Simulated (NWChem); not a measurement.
**Spin states of HAl**

```xyz
2

Al     0.0000     0.0000     0.1203
H      0.0000     0.0000    -1.5639
```
Charge 0, spin multiplicity 1.

The numbers come from NWChem runs, not from measurements. Structure: optimised with PBE/def2-SVP, a minimum by its harmonic frequencies.

Basis set: def2-TZVP. The gap is E(triplet) − E(singlet) at the geometry of the singlet, so a negative value puts the higher spin lower. Open shells are unrestricted, coupled cluster uses restricted open-shell references, and the singlet is the closed-shell solution. The triplet is the single determinant that the SCF runs reached, with unpaired electrons in orbitals of symmetry a1 and b2 (C2v labels); it need not be the lowest triplet, which in molecules with degenerate π orbitals can need several determinants.

The correlated methods keep 5 core orbitals frozen. The structure started from a generated list of species. No SCF solution was tested for a lower state. Open-shell Hartree-Fock references start from PBE0 orbitals. Coupled-cluster values serve here as a point of comparison, not as the truth.

Task: For the vertical singlet-triplet gap, HF gives 28.1 kcal/mol and B2PLYP gives 44.0 kcal/mol. What do MP2, CCSD(T), LC-wPBE (omega 0.3 per bohr) give?

Result: MP2: 40.1 kcal/mol; CCSD(T): 43.5 kcal/mol; LC-wPBE (omega 0.3 per bohr): 38.0 kcal/mol.
